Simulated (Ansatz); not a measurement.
`C=NCS[SiH3]` + `[OH][In]([SH])[Br]` → `[SiH3][O][In]([SH])[Br]` + `C=NCS`  (ligand exchange at the Si–S bond)

Computed with Ansatz on PBE0-D4/def2-TZVP structures; ΔE is electronic, products minus reactants. CBS: MP2 limit from def2 TZ/QZ plus the TZ coupled-cluster correction, frozen cores. DFT in def2-TZVPP. B3LYP here is the variant with VWN-RPA as its local correlation; programs differ in this. Elements past krypton have def2 core potentials. For Br, In outer-core shells are correlated without core-valence functions, which leaves a few kJ/mol of doubt a bond. Scalar relativity is left out up to krypton. Each species was taken in one conformer, which may not be the lowest.

`C=NCS[SiH3]`:

Cartesian coordinates in Å:
```
C 1.672 0.173 1.307
N 0.583 -0.196 0.795
C -0.531 0.704 0.838
S -1.036 1.158 -0.855
Si -0.837 -0.766 -1.770
H 2.530 -0.495 1.269
H 1.805 1.148 1.794
H -1.370 0.197 1.320
H -0.323 1.644 1.366
H -1.552 -0.602 -3.063
H 0.565 -1.158 -2.050
H -1.507 -1.808 -0.952
```

`[OH][In]([SH])[Br]`:

Cartesian coordinates in Å:
```
O 0.551 1.280 -0.911
In -0.312 -0.292 -0.095
S 0.366 -1.021 2.039
Br -2.076 -1.412 -1.386
H 0.192 1.481 -1.780
H 1.279 -0.036 2.133
```

`[SiH3][O][In]([SH])[Br]`:

```xyz
9

Si    0.039   -0.352   -1.787
O     0.513    0.002   -0.262
In   -0.397    0.254    1.462
S     0.924    0.751    3.342
Br   -2.830    0.020    1.460
H    -0.580   -1.705   -1.862
H    -0.956    0.637   -2.291
H     1.236   -0.321   -2.668
H     2.050    0.714    2.606
```

`C=NCS`:

Cartesian coordinates in Å:
```
C 0.333 -1.349 0.754
N -0.498 -0.575 0.212
C -0.097 0.789 0.000
S 0.047 1.178 -1.763
H 1.336 -1.031 1.070
H 0.060 -2.389 0.923
H -0.840 1.449 0.450
H 0.889 1.028 0.424
H -1.230 0.900 -2.070
```

CCSD(T)/CBS gives -43.7 kJ/mol.

Another level gave -50.6 kJ/mol. Which?
A. CCSD/def2-TZVPP
B. B3LYP/def2-TZVPP
C. ωB97X-V/def2-TZVPP
D. HF/def2-TZVPP

A. CCSD/def2-TZVPP -50.6, ωB97X-V -41.7, HF/def2-TZVPP -68.3, B3LYP -46.1 kJ/mol.

Largest T1 diagnostic among the species: 0.013.

In def2-TZVPP, CCSD(T) changes the Hartree–Fock value by +21.8 kJ/mol (the triples alone add +4.2 kJ/mol) and MP2 by +25.3 kJ/mol. From PBE to PBE0 (25 % exact exchange), in def2-TZVPP and without D4, ΔE moves by −6.7 kJ/mol.
